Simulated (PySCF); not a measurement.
# Si2Cl4O2

The system: Si2Cl4O2, a molecule drawn as a unit of a network glass or zeolite (built as: Si Si, Cl ends, O bridges); neutral, singlet. The structure was relaxed in the gas phase by PBE0-D3(BJ)/def2-SVP. No frequency run checks that it is a minimum.

SMILES: Cl[Si]1(Cl)O[Si](Cl)(Cl)O1

```xyz
8

Cl    2.759   -0.664   -0.504
Si    1.114    0.429   -0.074
Cl    1.624    2.363    0.223
O     0.164   -0.223    1.156
Si   -1.103   -0.436    0.067
Cl   -2.749    0.656    0.499
Cl   -1.610   -2.370   -0.232
O    -0.153    0.217   -1.162
```
(Å; atoms numbered from 1)

Shieldings: GIAO PBE0/pcSseg-1. Shifts are against computed references at the same level: Si TMS (σ 352.0 ppm). Core levels by delta-SCF with SCAN, pcX-2 on the ionised atom and pcseg-1 elsewhere, spin-free X2C (2p3/2 is the spin-free 2p value less a third of a first-order spin-orbit splitting); from the vacuum level, for chosen atoms.

(1) Give the shieldings and core levels atom by atom.

(2) By CAM-B3LYP/def2-SVPD (TDDFT singlets, Tamm-Dancoff triplets, ionisation by delta-SCF), where does absorption start, and what does vertical ionisation take?

## Answers

(1) 
```
          atoms   bonded to  σ (ppm)  δ (ppm)  core level (eV)
Cl1 Cl3 Cl6 Cl7        1 Si    824.8        -     2p3/2 207.14
        Si2 Si5  2 Cl + 2 O    367.5    -15.5     2p3/2 110.20
          O4 O8        2 Si    138.2        -        1s 538.95
```

Values are those of this one static structure; atoms that internal rotation interchanges would show their mean in an NMR spectrum.

(2) The first singlet with intensity lies at 7.74 eV (f 0.013); what lies below it is dark. The lowest singlet lies at 7.71 eV (f 0.000), the strongest of the first 6 at 7.74 eV (f 0.013), the lowest triplet at 7.28 eV; vertical ionisation takes 11.97 eV.

The 3 runs behind this took 3.9 min in all, one thread each of Arm Neoverse V1 on a shared host, launched as `OMP_NUM_THREADS=1 python cluster_run.py task.json out`.
